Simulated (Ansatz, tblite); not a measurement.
Removing and adding an electron: In₄P₄H₁₆, a cluster cut from zinc blende InP (hydrogen-capped). Total charge 0; singlet. Geometry: PBE-D4/def2-SVP. Ansatz, gas phase; energy differences of separate SCF runs; the oxidised species was run as a doublet alone; the reduced species was run as a doublet alone.

Cartesian coordinates in Å:
```
In -2.7393 0.9805 -0.9122
In 0.0883 -2.9735 0.6522
In 0.7023 1.5125 2.5525
In 1.9486 0.4891 -2.2868
P -1.5835 1.9296 1.2765
P 0.6221 -1.1362 2.4869
P -0.6141 1.1359 -2.4892
P 1.5785 -1.9341 -1.2780
H -3.8210 2.2298 -1.4540
H -3.0265 -0.7034 -0.6319
H 0.9195 -4.4113 1.1682
H -1.5621 -2.7427 0.1836
H 0.4030 1.9512 4.2084
H 1.9690 1.9999 1.4781
H 2.6098 1.4622 -1.0171
H 2.5021 0.2416 -3.9167
H -2.5962 1.8180 2.2839
H -1.6575 3.3546 1.1469
H -0.1917 -1.5106 3.6052
H 1.8685 -1.5406 3.0664
H -1.0485 0.5504 -3.7227
H -0.5992 2.4883 -2.9622
H 1.3240 -2.7738 -2.4107
H 2.9037 -2.4176 -1.0274
```

In the def2 sets In takes a core potential; there is no spin–orbit coupling. The xTB rows come from tblite. HOMO above LUMO, or a gap near zero within one spin, warns that the state may not be the lowest or that an electron is smeared out.

| level | −HOMO (eV) | vertical IE (eV) | −LUMO (eV) | vertical EA (eV) | HOMO–LUMO gap (eV) | IE − EA (eV) | remarks |
| --- | --- | --- | --- | --- | --- | --- | --- |
| GFN1-xTB | 10.21 | 11.87 | 5.72 | 4.15 | 4.49 | 7.72 | – |
| GFN2-xTB | 10.85 | 12.43 | 6.98 | 5.37 | 3.86 | 7.06 | – |
| PBE-D4/def2-SVP | 6.26 | 8.03 | 1.50 | – | 4.76 | – | gap within one spin near zero (+1 doublet) |
| PBE0-D4/def2-SVP | 7.31 | 8.58 | 0.78 | -0.25 | 6.53 | 8.83 | HOMO above zero (-1 doublet) |

Run but left out: PBE-D4/def2-SVP (charge -1 doublet: an occupied level 0.01 eV above an empty one).   A HOMO above zero means that the electron is unbound at that level or that self-interaction error raises the level; the energy of removing that electron tells which. Raw xTB energy differences between charge states are shifted by several eV; the methods need an empirical correction for them. Sets without diffuse functions give affinities that are too small. A negative affinity means that the extra electron isn't bound; its size then hangs on the basis.
